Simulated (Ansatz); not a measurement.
Ag4H4⁺ (the lowest doublet isomer of a short search), 8 atoms. Hardware: 4 threads of Intel Xeon on a shared host.

In the def2 sets Ag takes a core potential; there is no spin–orbit coupling. Correlated methods freeze no core orbitals; core or outer-core shells of Ag are correlated, in sets that lack core-valence functions.

(1) How many basis functions does each of these Ansatz runs have, and roughly what does it cost? PBE-D4/def2-TZVP, charge 1 doublet, energy and forces, from earlier orbitals; PBE0-D4/def2-SVP, charge 1 doublet, energy, from earlier orbitals; B2PLYP/def2-TZVP, charge 1 doublet, energy, from earlier orbitals; r2SCAN-D4/def2-SVP, charge 1 doublet, relaxation, 9 steps; HF/STO-3G, charge 1 doublet, energy; PBE0-D4/def2-TZVP, charge 1 doublet, energy, from earlier orbitals; r2SCANh-D4/def2-TZVP, charge 1 doublet, energy, from earlier orbitals; PBE-D4/def2-SVP, charge 1 doublet, energy with a search over starts; MP2/def2-TZVP, charge 1 doublet, energy, from earlier orbitals; HF/def2-TZVP, charge 1 doublet, energy, from earlier orbitals; PBE-D4/def2-SVP, charge 1 doublet, energy, from earlier orbitals; RPA@PBE/def2-TZVP, charge 1 doublet, energy, from earlier orbitals.

## Answers

(1) Other jobs shared the machine, so times can vary by a factor of up to 3. A dash marks memory too small to be measured apart from the calling script's.

| run | functions | fitting or Cholesky vectors | wall time | peak host memory (GiB) |
| --- | --- | --- | --- | --- |
| PBE-D4/def2-SVP, charge 1 doublet, energy, from earlier orbitals | 144 | 1360 | 6 s | – |
| PBE-D4/def2-TZVP, charge 1 doublet, energy and forces, from earlier orbitals | 184 | 1588 | 8.6 s | – |
| PBE0-D4/def2-SVP, charge 1 doublet, energy, from earlier orbitals | 144 | 1516 | 9.5 s | 0.63 |
| PBE0-D4/def2-TZVP, charge 1 doublet, energy, from earlier orbitals | 184 | 1720 | 14 s | 0.88 |
| HF/def2-TZVP, charge 1 doublet, energy, from earlier orbitals | 184 | 1752 | 15 s | 0.67 |
| B2PLYP/def2-TZVP, charge 1 doublet, energy, from earlier orbitals | 184 | 1752 | 18 s | 0.77 |
| MP2/def2-TZVP, charge 1 doublet, energy, from earlier orbitals | 184 | 1752 | 19 s | 0.68 |
| RPA@PBE/def2-TZVP, charge 1 doublet, energy, from earlier orbitals | 184 | 1752 | 20 s | 0.77 |
| r2SCANh-D4/def2-TZVP, charge 1 doublet, energy, from earlier orbitals | 184 | 1588 | 20 s | 0.99 |
| PBE-D4/def2-SVP, charge 1 doublet, energy with a search over starts | 144 | 1360 | 21 s | – |
| HF/STO-3G, charge 1 doublet, energy | 112 | 1402 | 38 s | 1 |
| r2SCAN-D4/def2-SVP, charge 1 doublet, relaxation, 9 steps | 144 | 1360 | 1.7 min | – |
